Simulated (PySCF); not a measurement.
Gas-phase reaction: 2 GaCl3 + 3 F2 ⇌ 2 GaF3 + 6 Cl

Method: PySCF energies plus ideal-gas RRHO corrections (1 bar). † marks an energy on the PBE0/def2-TZVP geometry and frequencies; other levels use their own. MP2 and CCSD(T) freeze the core. 6-31G* has spherical d functions here. Open shells (unrestricted): Cl (multiplicity 2, electronic degeneracy 6); the rest are closed-shell singlets. Spin-orbit splitting is ignored; it lowers the true energy and changes the entropy of Cl. B3LYP is the form with VWN-RPA correlation. Ga: all electrons, no relativistic terms. MP2 isn't extrapolated to the basis-set limit; its ΔH°(298 K) is -299.1 kJ in def2-SVP and -206.1 kJ in def2-TZVPP. CCSD(T) isn't extrapolated to the basis-set limit; its ΔH°(298 K) is -261.5 kJ in def2-SVP and -201.2 kJ in def2-TZVPP. The harmonic model lacks anharmonicity and excited electronic states, which grow with temperature; levels with a mode under 35 cm⁻¹ are left out.

```json
[
 {"level": "B3LYP/6-31G*", "ΔE electronic, kJ": "-179", "ΔH°(298 K), kJ": "-179", "ΔS°(298 K), J/K": "333", "ΔG°(1800 K), kJ": "-805"},
 {"level": "CCSD(T)/def2-TZVPP†", "ΔE electronic, kJ": "-201", "ΔH°(298 K), kJ": "-201", "ΔS°(298 K), J/K": "337", "ΔG°(1800 K), kJ": "-836"},
 {"level": "MP2/def2-TZVPP†", "ΔE electronic, kJ": "-205", "ΔH°(298 K), kJ": "-206", "ΔS°(298 K), J/K": "337", "ΔG°(1800 K), kJ": "-841"},
 {"level": "PBE/def2-TZVP†", "ΔE electronic, kJ": "-8", "ΔH°(298 K), kJ": "-9", "ΔS°(298 K), J/K": "337", "ΔG°(1800 K), kJ": "-643"},
 {"level": "PBE0/def2-QZVP†", "ΔE electronic, kJ": "-132", "ΔH°(298 K), kJ": "-133", "ΔS°(298 K), J/K": "337", "ΔG°(1800 K), kJ": "-767"}
]
```
ΔH° is lowest at MP2/def2-TZVPP† and highest at PBE/def2-TZVP†. No reference value is set beside these.
